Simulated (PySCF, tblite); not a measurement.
Species: C₅H₁₀N₂.
Atom-mapped SMILES: `[CH2:1]=[CH:2][N:3]1[CH2:4][CH2:5][CH2:6][NH:7]1` (hydrogens: H8, H9 on C1; H10 on C2; H11, H12 on C4; H13, H14 on C5; H15, H16 on C6; H17 on N7)

Cartesian coordinates in Å at the PBE0-D3(BJ)/def2-SVP level; atoms count from 1:
```
atom  x, y, z in Å
C1     2.7882    0.0280    0.0776
C2     1.6886   -0.7238    0.2503
N3     0.4088   -0.2740    0.4501
C4    -0.7668   -1.0639    0.1028
C5    -1.9268   -0.0761    0.3181
C6    -1.2126    1.1901    0.8301
N7     0.1462    1.0921    0.3315
H8     3.7603   -0.4554   -0.0229
H9     2.7378    1.1179    0.0863
H10    1.7541   -1.8172    0.2538
H11   -0.7377   -1.4201   -0.9466
H12   -0.8279   -1.9515    0.7523
H13   -2.4410    0.1242   -0.6339
H14   -2.6801   -0.4502    1.0260
H15   -1.1807    1.1975    1.9312
H16   -1.6791    2.1270    0.4945
H17    0.1633    1.3495   -0.6660
```

Jobs on this species (17 atoms, 54 electrons) with PySCF (density fitting) and tblite. Hardware of each: one thread, Arm Neoverse V1 (aarch64), on a shared host. Times come from a shared host and carry two figures at best.

| level and settings | work | basis functions | SCF cycles | wall time |
| --- | --- | --- | --- | --- |
| PBE0/pcSseg-1 | shieldings, ring-centre shieldings, charges and field gradients | 169 | ? | ? |
| PBE0/pcSseg-1, IEF-PCM cyclohexane | shieldings, ring-centre shieldings, charges and field gradients | 169 | 13 | 23 s |
| PBE0-D3(BJ)/def2-SVP, grid level 1 | geometry optimisation from a GFN2-xTB start shaken at random | 148 | 46 | 72 s |
| PBE0/pcSseg-1, IEF-PCM methanol | shieldings, ring-centre shieldings | 169 | 13 | 22 s |
| wB97X-D/def2-SVPD, IEF-PCM cyclohexane | 6 singlets by full TDDFT, polarisability | 220 | 14 | 44 s |
| KT2/pcSseg-1 | shieldings, ring-centre shieldings | 169 | 16 | 33 s |
| B3LYP/pcJ-1 | spin–spin couplings from 17 perturbed nuclei, spin–dipole term for 2 of them | 289 | 14 | 1.8 min |
| GFN2-xTB | L-BFGS relaxation | – | – | 0.57 s |
| wB97X-D/def2-SVPD | 10 singlets by full TDDFT, 4 Tamm–Dancoff triplets, polarisability, dynamic polarisability, ΔSCF ions | 220 | 14 | 1.7 min |

Problem. Fill in the missing figures.

Solution. 
- PBE0/pcSseg-1; shieldings, ring-centre shieldings, charges and field gradients: 23 s, 13 SCF cycles

Problem. What do all jobs in the table cost together?

Solution. About 7.1 min; the longest takes about 25 % of that, and about 190 times as long as the shortest.
